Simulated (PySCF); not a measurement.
Species: sum formula BN2H5F, net charge 1, singlet state. It need not be the lowest isomer of its formula. 
Coordinates optimised at B3LYP-D3(BJ)/def2-TZVP (Ansatz):
SMILES: NB([NH3+])F
```xyz
9

B     -0.1211     0.1160     0.0052
F      0.2746     1.3676     0.0306
N      1.0919    -0.8783    -0.0423
N     -1.4056    -0.3474     0.0161
H      1.6718    -0.6919    -0.8674
H      1.7011    -0.7344     0.7700
H     -2.1841     0.2978     0.0468
H     -1.6924    -1.3133    -0.0038
H      0.8327    -1.8662    -0.0633
```
Charge +1, spin multiplicity 1.

Dispersion corrections to the total energy (kcal/mol) from the dftd3 and dftd4 libraries through PySCF: D3(BJ) without and D4 with the three-body term, each with the damping fitted for the functional named.

| functional | D3(BJ) | D4 |
|---|---|---|
| PW6B95 | -1.27 | -2.03 |
| B3LYP | ___ | -3.68 |
| revPBE | -7.85 | -8.45 |
| BLYP | ___ | -5.28 |
| HSE06 | -1.72 | -1.74 |
| HF | -25.71 | -9.30 |
| LC-wPBE | -2.56 | ___ |

Question: What belongs in the gaps?

Answer: 
- B3LYP, D3(BJ): -4.93
- BLYP, D3(BJ): -6.09
- LC-wPBE, D4: -2.53
